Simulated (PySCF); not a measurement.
Coordinates in bohr (charge -1 multiplicity 1):
```
In    0.0000    0.0000    0.0000
F     3.8062    0.0000    0.0000
F     0.0000    3.8062    0.0000
F    -3.8062    0.0000    0.0000
F     0.0000   -3.8062    0.0000
```

All numbers come from PySCF, PBE0, basis In def2-SVPD with ECP28, F def2-SVPD (scalar-relativistic core potentials, no spin–orbit coupling, density fitting).

This geometry of InF₄⁻ is a stationary point at this level.

(1) What is the point group?

(2) Is it a minimum?

(3) List the harmonic modes with their infrared intensities.

(4) What are the dipole moment and the gap between the highest occupied and lowest empty levels?

(5) Give the atomic charges and bond orders.

Results:

(1) D4h.

(2) No: it has 1 imaginary mode, at 107i cm⁻¹ (b2u).

(3) 
```csv
symmetry,ω (cm⁻¹),"IR (km/mol, summed over degenerate members)",type
b2u,107i,–,bend
a2u,176,75.1,bend
eu,194,79.1,bend
b2g,215,0.0,bend
b1g,427,0.0,stretch
a1g,519,0.0,stretch
eu,544,314,stretch
```

(4) 0.00 D about the centre of mass and 7.09 eV.

(5) 
```json
{"atom": "In1", "Mulliken": "1.70", "Löwdin": "1.50", "polar tensor": "2.00", "Mayer order to In1": "–"}
{"atom": "F2,3,4,5", "Mulliken": "-0.68", "Löwdin": "-0.63", "polar tensor": "-0.75", "Mayer order to In1": "0.52"}
```

This need not be the most stable arrangement of these atoms. The lowest empty level of this anion is unbound, so it and the gap depend on the basis. At this level a singlet minimum of Td symmetry lies 98 kJ/mol below this structure.
